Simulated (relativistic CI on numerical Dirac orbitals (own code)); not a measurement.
# What each ingredient does to the levels of Pm12+

Base calculation: Dirac-Coulomb-Breit CI, orbitals from a KLI potential per configuration, model QED, unscaled Slater integrals.

Configurations in the expansion (outside the closed core [Kr]): 4d¹⁰4f5s², 4d¹⁰4f³, 4d¹⁰4f²5s, 4d¹⁰5s²5p, 4d¹⁰4f5s5p, 4d¹⁰4f²5p, 4d¹⁰5s5p², 4d¹⁰4f5s5d, 4d¹⁰5s²5d, 4d¹⁰4f²5d, 4d¹⁰4f5s5f, 4d¹⁰4f5p5d, 4d⁹4f²5s², 4d¹⁰4f5p², 4d¹⁰5p³, 4d¹⁰5p²5d, 4d¹⁰4f5d², 4d¹⁰5p5d², 4d¹⁰5d³, 4d¹⁰5s5p5d, 4d¹⁰5p5d5f. Double excitations out of closed p, d and f shells are left out; levels of such configurations are missing from the list, as are those of other unlisted configurations, and high levels can miss mixing partners. Some configurations lack a partner that the ground configuration has and come out too high, among them 4d⁹4f²5s².

The lowest level and the first level of each name with at least 55 % of one term (blank where a level has no safe partner in the second run):

| Level | Base (cm⁻¹) | Shift (cm⁻¹) |
| --- | --- | --- |
| 4d¹⁰4f5s² ²F°5/2 | 0.0 | 0.0 |
| 4d¹⁰4f5s² ²F°7/2 | 4922.1 | -25.5 |
| 4d¹⁰4f²5s ⁴H7/2 | 71669.6 | +1018.7 |
| 4d¹⁰4f²5s ⁴H9/2 | 73521.5 | +1009.8 |
| 4d¹⁰4f²5s ⁴H11/2 | 76108.2 | +994.4 |
| 4d¹⁰4f²5s ⁴H13/2 | 79083.7 | +977.7 |
| 4d¹⁰4f²5s ⁴F3/2 | 81090.8 | +1012.4 |
| 4d¹⁰4f²5s ⁴F5/2 | 82255.3 | +1006.0 |
| 4d¹⁰4f²5s ⁴F7/2 | 83756.8 | +997.2 |
| 4d¹⁰4f²5s ²H9/2 | 85731.9 | +999.1 |
| 4d¹⁰4f²5s ²G7/2 | 89458.7 | +996.2 |
| 4d¹⁰4f²5s ²H11/2 | 90348.3 | +982.7 |
| 4d¹⁰4f²5s ²G9/2 | 91411.2 | +979.3 |
| 4d¹⁰4f²5s ²F5/2 | 94099.8 | +1007.3 |
| 4d¹⁰4f²5s ²F7/2 | 98136.5 | +981.6 |
| 4d¹⁰4f²5s ²D5/2 | 107751.4 | +1000.6 |
| 4d¹⁰4f²5s ²D3/2 | 108213.2 | +997.4 |
| 4d¹⁰5s²5p ²P°1/2 | 111000.0 | -179.4 |
| 4d¹⁰4f²5s ⁴P1/2 | 112122.2 | +1004.0 |
| 4d¹⁰4f²5s ⁴P3/2 | 113273.7 | +995.6 |
| 4d¹⁰4f²5s ²I13/2 | 114450.5 | +994.8 |
| 4d¹⁰4f²5s ²I11/2 | 114543.0 | +994.4 |

At this charge transitions that keep the count of f electrons are usually good to a few per cent. Terms inside the open d or f shell come out 10 to 20 % too wide with unscaled integrals. Levels and lines within the n = 5 or 6 shells can be off by up to 10 % or somewhat more, and those that change n by about 2 %, since core polarisation is missing. Levels that differ in their count of f electrons can be misplaced by several ten thousand cm⁻¹, since the correlation energy of f electrons is missing or only estimated; rates across such gaps can be off by orders of magnitude.

(1) One thing was changed in a second run, which moved the levels as shown. Which?
A. one mean potential for all configurations
B. configuration mixing switched off
C. valence Slater integrals scaled by 0.9
D. Breit term removed
E. QED terms removed

Results:

(1) E. QED terms removed. QED shifts follow the density of s (and p1/2) electrons at the nucleus, so configurations move by their count of such electrons; where none moves, the smaller shifts of p3/2 electrons and of j = l + 1/2 against j = l − 1/2 set the pattern.

LS names give the leading component of a level, which can be under half, so a name can repeat, a term be missing and a line seem to break the LS rules.
